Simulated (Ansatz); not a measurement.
**Question.** Name a neutral molecule of C, F, In and H with size of the dipole moment (PBE/def2-TZVPP) between 3.40 and 3.70 D and size of the dipole moment (ωB97M-V/def2-TZVPP) between 3.40 and 3.70 D (Ansatz, PBE0-D4/def2-TZVP geometry).

**Answer.** `[CH3][In]([F])[c]1ccccc1` (3.41 D, 3.53 D); `C[CH2][In]([F])[CH2]C` (3.40 D, 3.60 D). Other molecules can fit too; these were computed, each in one conformer that needn't be the lowest.
